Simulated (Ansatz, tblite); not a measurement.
Cost and result up the ladder for (Cl2Al-mu-PSiH3)2 (Al2Si4P2H12Cl4) (24 atoms). Total charge 0; singlet. Geometry: PBE-D4/def2-SVP.

```xyz
24

Al    1.5397    0.0716    0.7361
Cl    3.0486    1.2662   -0.1892
Cl    1.9409   -1.0037    2.5355
P     0.4934   -1.3725   -0.8873
Si    0.4453   -3.5549   -0.3088
Si    1.3058   -1.0541   -2.9724
Al   -1.5998   -0.2243   -0.5461
Cl   -2.2052    0.7735   -2.3347
Cl   -2.9588   -1.4710    0.5279
P    -0.5125    1.3196    0.9540
Si   -0.3489    3.3967    0.0776
Si   -1.3524    1.3363    3.0503
H    -0.4494   -4.2859   -1.2683
H    -0.0930   -3.6101    1.0871
H     1.8411   -4.1041   -0.3766
H     0.4432   -1.8026   -3.9485
H     1.2506    0.4217   -3.2225
H     2.7170   -1.5616   -3.0266
H    -1.7183    4.0051    0.0113
H     0.2358    3.2291   -1.2901
H     0.5477    4.2218    0.9536
H    -0.4344    2.1355    3.9296
H    -1.4192   -0.0930    3.4900
H    -2.7173    1.9608    3.0181
```

Ansatz on 4 threads of Arm Neoverse V2 on a shared host; xTB runs through tblite on one thread. Times are rough, summed over both states, and most runs start from the orbitals of an earlier one. PBE0-D4/def2-SVP serves as the yardstick here, not as an exact answer. The other state is a doublet.

The xTB rows come from tblite.

Raw xTB energies of ions are shifted by several eV.

```csv
level,functions,wall time,vertical IE (eV),difference from PBE0-D4/def2-SVP (eV)
GFN1-xTB,132,0.083 s,13.11,3.93
GFN2-xTB,120,0.084 s,12.02,2.84
PBE-D4/def2-SVP,276,25 s,8.61,-0.58
PBE0-D4/def2-SVP,276,47 s,9.18,0.00
```
